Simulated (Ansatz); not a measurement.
CoO₃F₃H₆⁻ (relaxed from a model of fac-[CoF3(H2O)3]-, whose bonding it doesn't keep). The state is a quartet with charge -1. Geometry B3LYP-D4/def2-SVPD; atoms count from 1.

Cartesian coordinates in Å:
```
Co 0.7840 0.0913 0.0316
F -0.7239 -1.0721 0.3782
F 1.1641 0.0384 -1.8521
F 2.0528 0.1911 1.4063
O -0.3691 1.9217 -0.3483
O 0.5385 -1.7026 2.8532
O -1.5660 0.0587 -1.8923
H -1.0137 1.4302 -0.9274
H 0.1985 2.3863 -0.9771
H 1.2215 -1.0675 2.5660
H -0.0825 -1.6815 2.1037
H -1.5500 -0.5332 -1.1050
H -0.6541 -0.0608 -2.2366
```

In the quartet geometry the species has come apart into loosely held pieces.

Question: Estimate the Mulliken populations from the PBE0/def2-TZVPD orbitals of Ansatz.

Answer: 
```json
{"atom": "Co1", "charge (e)": "1.22", "spin (α − β)": "2.85", "d electrons": "7.22"}
{"atom": "F2", "charge (e)": "-0.80", "spin (α − β)": "0.05", "d electrons": "–"}
{"atom": "F3", "charge (e)": "-0.78", "spin (α − β)": "0.04", "d electrons": "–"}
{"atom": "F4", "charge (e)": "-0.82", "spin (α − β)": "0.06", "d electrons": "–"}
{"atom": "O5", "charge (e)": "-0.61", "spin (α − β)": "0.01", "d electrons": "–"}
{"atom": "O6", "charge (e)": "-0.70", "spin (α − β)": "0.00", "d electrons": "–"}
{"atom": "O7", "charge (e)": "-0.85", "spin (α − β)": "0.00", "d electrons": "–"}
{"atom": "H8", "charge (e)": "0.45", "spin (α − β)": "0.00", "d electrons": "–"}
{"atom": "H9", "charge (e)": "0.34", "spin (α − β)": "0.00", "d electrons": "–"}
{"atom": "H10", "charge (e)": "0.37", "spin (α − β)": "0.00", "d electrons": "–"}
{"atom": "H11", "charge (e)": "0.34", "spin (α − β)": "0.00", "d electrons": "–"}
{"atom": "H12", "charge (e)": "0.42", "spin (α − β)": "0.00", "d electrons": "–"}
{"atom": "H13", "charge (e)": "0.41", "spin (α − β)": "0.00", "d electrons": "–"}
```
Mulliken values depend strongly on the basis. With diffuse functions, as here, like atoms can get unlike values, and bond orders can come out too low or too high.

Question: Where does the spin sit?

Answer: Summed by element: Co 2.85, F 0.15, O 0.01, H 0.00, of 3 unpaired in all. Largest on single atoms: Co1 2.85, F4 0.06, F2 0.05.

Question: And the Mayer bond orders between heavy atoms (over 0.3)?

Answer: Co1–F2 0.33 (1.94 Å); Co1–F3 0.31 (1.92 Å); Co1–F4 0.31 (1.87 Å).
